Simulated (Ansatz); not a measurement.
Program: Ansatz. Geometries: PBE0-D4/def2-TZVP. ΔE: electronic, gas phase. CBS: MP2 limit from def2 TZ/QZ plus the TZ coupled-cluster correction, frozen cores. This one scheme is used for every species. Functionals use def2-TZVPP. Each species was taken in one conformer, which may not be the lowest.

Consider the silylene formation by 1,1-elimination: `F[SiH2]O[SiH3]` → silanol + `F[SiH]`.

```tsv
level	ΔE (eV)
r2SCANh	3.63
RPA@PBE/def2-TZVPP	3.22
```

Problem. What does CCSD(T)/CBS give? (Estimate.)

Solution. The calculation gave: +3.47 eV. The listed levels differ from it by 0.16, -0.25 eV.

Problem. What do rigid-rotor, harmonic-oscillator terms from PBE0-D4/def2-TZVP frequencies (298.15 K, 1 bar) make of the CCSD(T)/CBS value? (Best estimate.)

Solution. Computed: ΔZPE = -0.10 eV, ΔH = +3.41 eV, ΔS = 147 J/(mol·K), ΔG = +2.95 eV. Modes under 50 cm⁻¹ make the entropy rough.

Largest T1 diagnostic among the species: 0.015.

From PBE to PBE0 (25 % exact exchange), in def2-TZVPP and without D4, ΔE moves by +0.21 eV. Leaving LDA and LC-ωPBE aside and taking each functional with its dispersion term where it has one, the values, not all of them listed here, spread over 0.49 eV, from BLYP-D4 to r2SCAN0-D4. LDA lies +0.35 eV from PBE without D4.
